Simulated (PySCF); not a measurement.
Computed structure and properties of [Re5]−

System: [Re5]− (triplet); start: released along the symmetry-breaking force (Cs). Method: PySCF 2.14.0, UKS B3LYP, Re def2-SVP with ECP60; non-relativistic Hamiltonian with scalar-relativistic core potentials where named; density fitting; no spin-orbit coupling.

Input of the relaxation:

```python
mol = gto.M(atom='''
Re     1.65868    -0.04309    -0.37918
Re    -0.04313     1.65868    -0.37917
Re    -1.66076     0.03690    -0.38869
Re     0.03694    -1.66076    -0.38870
Re     0.00827     0.00827     1.53573''',
    basis={'Re': 'def2-SVP'},
    ecp={'Re': 'def2-SVP'},
    charge=-1, spin=2)
mf = dft.UKS(mol, xc='B3LYP')
mf.grids.atom_grid = (50, 194)
mf = mf.density_fit()  # fitting sets: Re def2-universal-JKFIT
mf.conv_tol = 1e-08; mf.max_cycle = 55
mf.kernel(dm0)  # dm0: converged density of the start geometry
# quasi-Newton relaxation in Cartesian coordinates to a largest gradient under 0.00045 Eh/bohr
```

Run from Python with OMP_NUM_THREADS=4; the lines above give its settings. Where DIIS fails, smearing, a level shift and second-order steps follow.
It took 10 min on 4 threads of Arm Neoverse V2, with other jobs on the host, from the converged density of the start.

Course of the relaxation:

```
step  energy above end (eV)  largest force component within the symmetry (eV/Å)
   0                 0.1323                                               0.502
   1                 0.1170                                               0.276
   2                 0.1063                                               0.142
   3                 0.1025                                               0.177
   4                 0.0983                                               0.187
   5                 0.0934                                               0.206
   6                 0.0877                                               0.222
   7                 0.0812                                               0.235
  17                 0.0088                                               0.257
  18                 0.0033                                               0.217
  19                 0.0025                                               0.177
  20                 0.0003                                               0.069
  21                 0.0001                                               0.040
  22                 0.0000                                               0.011
```
(The steps between are left out.)

Relaxed geometry (Cs):

```xyz
5

Re    1.6194   -0.0752   -0.3155
Re   -0.0752    1.6194   -0.3155
Re   -1.6710   -0.0374   -0.5031
Re   -0.0373   -1.6711   -0.5032
Re    0.1641    0.1642    1.6372
```

| contact | Å |
| --- | --- |
| Re3–Re2 | 2.308 |
| Re4–Re1 | 2.308 |
| Re4–Re3 | 2.310 |
| Re2–Re1 | 2.397 |
| Re5–Re2 | 2.447 |
| Re5–Re1 | 2.447 |
| Re5–Re3 | 2.827 |
| Re5–Re4 | 2.827 |

On the finer grid (75, 302):

```yaml
HOMO: -0.26 eV
LUMO: 1.02 eV
Dipole_about_the_centre_of_mass: 0.57 D
Spin_squared: 3.067
Set_of_Mulliken_populations_of_Re1_outside_the_core_potential: s 3.07, p 6.33, d 5.70, f 0.04
D3_BJ_dispersion_energy_not_in_the_energies: -1.047 eV
```

```
atom  Mulliken (e)  Löwdin (e)  spin (e)
 Re1         -0.15       -0.21     -0.66
 Re2         -0.15       -0.21     -0.66
 Re3         -0.24       -0.20      0.32
 Re4         -0.24       -0.20      0.32
 Re5         -0.23       -0.18      2.69
```

The state is spin-contaminated.

On the grid (50, 194), as all that follows. Harmonic modes: a minimum; lowest 71 cm⁻¹ (negative: unstable), highest 275 cm⁻¹, zero-point energy 0.090 eV.

One start shape was tried, so this needn't be the lowest isomer.

Open shells may have lower solutions than the one found.
